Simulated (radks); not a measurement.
Spherical quantum dot in the effective-mass picture: electrons in a parabolic well V = omega^2 r^2 / 2 with omega = 0.462, with a point charge +1 (a donor) at the centre, all in effective atomic units (hartree* = m*/eps^2 hartree, bohr* = eps/m* bohr), one dielectric constant everywhere. Calculated with a radial shooting solver with Libxc functionals: non-relativistic Kohn-Sham, LDA (Slater exchange, Perdew-Wang correlation), spin-polarised, spherical densities. Levels are named by radial order and angular momentum (1s, 1p, 1d, 2s, ...), and open shells are averaged over m.

N = 18, configuration 1s2 1p6 1d(up 5, down 3) 2s2. This is the lowest configuration that the search found. Occupied and some empty levels:

level    occupation  eigenvalue (hartree*)  <r> (bohr*)
1s up             1                 5.4339        2.088
1s down           1                 5.4438        2.050
1p up             3                 5.6964        3.226
1p down           3                 5.7137        3.220
2s up             1                 5.8382        2.976
2s down           1                 5.8501        3.005
1d up             5                 5.9159        3.666
1d down           3                 5.9339        3.671
1f up             0                 6.1603        3.992
1f down           0                 6.1776        4.001
2p up             0                 6.2436        3.416
2p down           0                 6.2547        3.419
1g up             0                 6.4292        4.266
1g down           0                 6.4453        4.277

Energy (hartree*): total 61.6140, kinetic 6.8854, external 15.883, Hartree 44.193, exchange-correlation -5.3469.
